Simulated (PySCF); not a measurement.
H₄BrGeNO₂, singlet, geometry from GFN2-xTB, atoms displaced at random by about 0.08 Å a coordinate; PBE0/STO-3G, gradient by finite differences run with PySCF.

The PySCF input:
```python
from pyscf import gto, scf, dft

mol = gto.M(
    atom='''
N     1.87452024   -0.19965284   -0.74330587
Ge    0.32672382    0.37046312   -0.32872632
O     0.30154708    1.90234095   -0.43023790
O    -0.34262066    0.02581002   -1.98634402
Br   -0.91018417   -0.51595527    1.27577402
H     2.65254173   -0.39839824   -0.06003655
H     1.98276103   -1.13257794   -1.49854010
H     1.02365902    2.50842613   -0.58021088
H    -1.34373898    0.11686619   -2.10374761
''',
    basis='sto-3g',
    verbose=4,
)

mf = dft.RKS(mol)
mf.xc = 'pbe0'
mf.conv_tol = 1e-11
mf.kernel()
scan, done = mf.as_scanner(), []
scan.scf_summary = {}
def energy(d):
    c = mol.atom_coords()
    c[3, 2] += d
    e = scan(mol.set_geom_(c, unit='Bohr', inplace=False))
    done.append(scan.converged)
    return e
h = 0.2
fd = (energy(h) - energy(-h)) / (2 * h)
print('dE/dx =', fd)
```

The log (banner, timings and long lists left out):

```
PySCF version 2.14.0

[INPUT] verbose = 4
[INPUT] num. atoms = 9
[INPUT] num. electrons = 94
[INPUT] charge = 0
[INPUT] spin (= nelec alpha-beta = 2S) = 0
[INPUT] symmetry False subgroup None
[INPUT] Mole.unit = angstrom
[INPUT] Symbol           X                Y                Z      unit          X                Y                Z       unit  Magmom
[...]
nuclear repulsion = 738.532649461756
number of shells = 29
number of NR pGTOs = 165
number of NR cGTOs = 55
basis = sto-3g
ecp = {}

******** <class 'pyscf.dft.rks.RKS'> ********
method = RKS
initial guess = minao
damping factor = 0
level_shift factor = 0
DIIS = <class 'pyscf.scf.diis.CDIIS'>
diis_start_cycle = 1
diis_space = 8
diis_damp = 0
SCF conv_tol = 1e-11
SCF conv_tol_grad = None
SCF max_cycles = 50
direct_scf = True
direct_scf_tol = 1e-13
XC library pyscf.dft.libxc version 7.1.2
    S. Lehtola, C. Steigemann, M. J. T. Oliveira, and M. A. L. Marques,  SoftwareX 7, 1–5 (2018)
XC functionals = pbe0
    C. Adamo and V. Barone,  J. Chem. Phys. 110, 6158 (1999)
    M. Ernzerhof and G. E. Scuseria,  J. Chem. Phys. 110, 5029 (1999)
radial grids:
    Treutler-Ahlrichs [JCP 102, 346 (1995); DOI:10.1063/1.469408] (M4) radial grids

becke partition: Becke, JCP 88, 2547 (1988); DOI:10.1063/1.454033
pruning grids: <function nwchem_prune>
grids dens level: 3
symmetrized grids: False
atomic radii adjust function: <function treutler_atomic_radii_adjust>
small_rho_cutoff = 0
Set gradient conv threshold to 3.16228e-06
Initial guess from minao.
tot grids = 122368
init E= -4798.17732028664
[...]
cycle= 1 E= -4802.97403388908  delta_E= -4.8  |g|= 0.788  |ddm|= 3.81
[...]
cycle= 2 E= -4803.08788920102  delta_E= -0.114  |g|= 0.632  |ddm|= 2.18
[...]
cycle= 3 E= -4803.22102639626  delta_E= -0.133  |g|= 0.12  |ddm|= 1.24
[...]
cycle= 4 E= -4803.22682925682  delta_E= -0.0058  |g|= 0.0235  |ddm|= 0.276
[...]
cycle= 5 E= -4803.22700172032  delta_E= -0.000172  |g|= 0.00731  |ddm|= 0.0506
[...]
cycle= 6 E= -4803.22702129766  delta_E= -1.96e-05  |g|= 0.000733  |ddm|= 0.0144
[...]
cycle= 7 E= -4803.22702149258  delta_E= -1.95e-07  |g|= 0.000171  |ddm|= 0.00176
[...]
cycle= 8 E= -4803.22702150971  delta_E= -1.71e-08  |g|= 2.07e-05  |ddm|= 0.000505
[...]
cycle= 9 E= -4803.22702150991  delta_E= -1.96e-10  |g|= 8.64e-06  |ddm|= 6.06e-05
[...]
cycle= 10 E= -4803.22702150995  delta_E= -4.37e-11  |g|= 2.89e-06  |ddm|= 1.8e-05
[...]
cycle= 11 E= -4803.22702150992  delta_E= 3.46e-11  |g|= 2.71e-07  |ddm|= 5.4e-06
[...]
cycle= 12 E= -4803.22702150992  delta_E= -1.82e-12  |g|= 1.22e-07  |ddm|= 7.45e-07
[...]
Extra cycle  E= -4803.22702150991  delta_E= 9.09e-12  |g|= 1.13e-07  |ddm|= 3.89e-07
converged SCF energy = -4803.22702150991
Create scanner for <class 'pyscf.dft.rks.RKS'>

WARN: Mole.unit (angstrom) is changed to Bohr

New geometry
   1 N      1.874520240000  -0.199652840000  -0.743305870000 AA    3.542329868554  -0.377289187592  -1.404644521082 Bohr
   2 Ge     0.326723820000   0.370463120000  -0.328726320000 AA    0.617418538172   0.700073836052  -0.621202714736 Bohr
   3 O      0.301547080000   1.902340950000  -0.430237900000 AA    0.569841394862   3.594903391045  -0.813031799408 Bohr
   4 O     -0.342620660000   0.025810020000  -1.880508577816 AA   -0.647459212018   0.048773869070  -3.553646186968 Bohr
   5 Br    -0.910184170000  -0.515955270000   1.275774020000 AA   -1.719998804215  -0.975014152826   2.410863494635 Bohr
   6 H      2.652541730000  -0.398398240000  -0.060036550000 AA    5.012577403680  -0.752863562109  -0.113452636964 Bohr
   7 H      1.982761030000  -1.132577940000  -1.498540100000 AA    3.746875317161  -2.140262121324  -2.831830375678 Bohr
   8 H      1.023659020000   2.508426130000  -0.580210880000 AA    1.934435192741   4.740238389403  -1.096439657693 Bohr
   9 H     -1.343738980000   0.116866190000  -2.103747610000 AA   -2.539298655102   0.220845092321  -3.975506818108 Bohr

******** <class 'pyscf.scf.hf.RKS_Scanner'> ********
method = RKS_Scanner
initial guess = minao
[...]
[...]
cycle= 3 E= -4803.22421520876  delta_E= -0.000142  |g|= 0.00411  |ddm|= 0.0411
[...]
cycle= 4 E= -4803.22422041055  delta_E= -5.2e-06  |g|= 0.00136  |ddm|= 0.00864
[...]
cycle= 5 E= -4803.22422112773  delta_E= -7.17e-07  |g|= 0.000213  |ddm|= 0.00293
[...]
cycle= 6 E= -4803.2242211412  delta_E= -1.35e-08  |g|= 8.84e-05  |ddm|= 0.000495
[...]
cycle= 7 E= -4803.22422114394  delta_E= -2.74e-09  |g|= 7.86e-06  |ddm|= 0.000171
[...]
cycle= 8 E= -4803.22422114396  delta_E= -1.64e-11  |g|= 3.88e-06  |ddm|= 1.74e-05
[...]
cycle= 9 E= -4803.22422114395  delta_E= 1.82e-12  |g|= 5.93e-07  |ddm|= 6.81e-06
[...]
Extra cycle  E= -4803.22422114393  delta_E= 2.73e-11  |g|= 6.47e-07  |ddm|= 2.37e-06
converged SCF energy = -4803.22422114393

WARN: Mole.unit (angstrom) is changed to Bohr

New geometry
   1 N      1.874520240000  -0.199652840000  -0.743305870000 AA    3.542329868554  -0.377289187592  -1.404644521082 Bohr
   2 Ge     0.326723820000   0.370463120000  -0.328726320000 AA    0.617418538172   0.700073836052  -0.621202714736 Bohr
   3 O      0.301547080000   1.902340950000  -0.430237900000 AA    0.569841394862   3.594903391045  -0.813031799408 Bohr
   4 O     -0.342620660000   0.025810020000  -2.092179462184 AA   -0.647459212018   0.048773869070  -3.953646186968 Bohr
   5 Br    -0.910184170000  -0.515955270000   1.275774020000 AA   -1.719998804215  -0.975014152826   2.410863494635 Bohr
   6 H      2.652541730000  -0.398398240000  -0.060036550000 AA    5.012577403680  -0.752863562109  -0.113452636964 Bohr
   7 H      1.982761030000  -1.132577940000  -1.498540100000 AA    3.746875317161  -2.140262121324  -2.831830375678 Bohr
   8 H      1.023659020000   2.508426130000  -0.580210880000 AA    1.934435192741   4.740238389403  -1.096439657693 Bohr
   9 H     -1.343738980000   0.116866190000  -2.103747610000 AA   -2.539298655102   0.220845092321  -3.975506818108 Bohr

******** <class 'pyscf.scf.hf.RKS_Scanner'> ********
method = RKS_Scanner
initial guess = minao
damping factor = 0
level_shift factor = 0
DIIS = <class 'pyscf.scf.diis.CDIIS'>
diis_start_cycle = 1
diis_space = 8
diis_damp = 0
SCF conv_tol = 1e-11
SCF conv_tol_grad = None
SCF max_cycles = 50
direct_scf = True
direct_scf_tol = 1e-13
XC library pyscf.dft.libxc version 7.1.2
    S. Lehtola, C. Steigemann, M. J. T. Oliveira, and M. A. L. Marques,  SoftwareX 7, 1–5 (2018)
XC functionals = pbe0
    C. Adamo and V. Barone,  J. Chem. Phys. 110, 6158 (1999)
    M. Ernzerhof and G. E. Scuseria,  J. Chem. Phys. 110, 5029 (1999)
radial grids:
    Treutler-Ahlrichs [JCP 102, 346 (1995); DOI:10.1063/1.469408] (M4) radial grids

becke partition: Becke, JCP 88, 2547 (1988); DOI:10.1063/1.454033
pruning grids: <function nwchem_prune>
grids dens level: 3
symmetrized grids: False
atomic radii adjust function: <function treutler_atomic_radii_adjust>
small_rho_cutoff = 0
Set gradient conv threshold to 3.16228e-06
tot grids = 122368
init E= -4803.20191661623
[...]
cycle= 1 E= -4803.22184121344  delta_E= -0.0199  |g|= 0.0544  |ddm|= 0.57
[...]
cycle= 2 E= -4803.22269181297  delta_E= -0.000851  |g|= 0.0408  |ddm|= 0.198
[...]
cycle= 3 E= -4803.22332087404  delta_E= -0.000629  |g|= 0.00944  |ddm|= 0.0869
[...]
cycle= 4 E= -4803.223349593  delta_E= -2.87e-05  |g|= 0.00317  |ddm|= 0.0207
[...]
cycle= 5 E= -4803.22335349417  delta_E= -3.9e-06  |g|= 0.000604  |ddm|= 0.00675
[...]
cycle= 6 E= -4803.2233536014  delta_E= -1.07e-07  |g|= 0.00026  |ddm|= 0.00137
[...]
cycle= 7 E= -4803.22335362336  delta_E= -2.2e-08  |g|= 2.88e-05  |ddm|= 0.000453
[...]
cycle= 8 E= -4803.22335362361  delta_E= -2.42e-10  |g|= 1.01e-05  |ddm|= 5.96e-05
[...]
cycle= 9 E= -4803.22335362366  delta_E= -5.28e-11  |g|= 7.59e-07  |ddm|= 2.01e-05
[...]
cycle= 10 E= -4803.22335362366  delta_E= -3.64e-12  |g|= 1.24e-07  |ddm|= 2.66e-06
[...]
Extra cycle  E= -4803.22335362363  delta_E= 2.91e-11  |g|= 9.31e-08  |ddm|= 5.46e-07
converged SCF energy = -4803.22335362363
dE/dx = -0.0021688007313969138
```
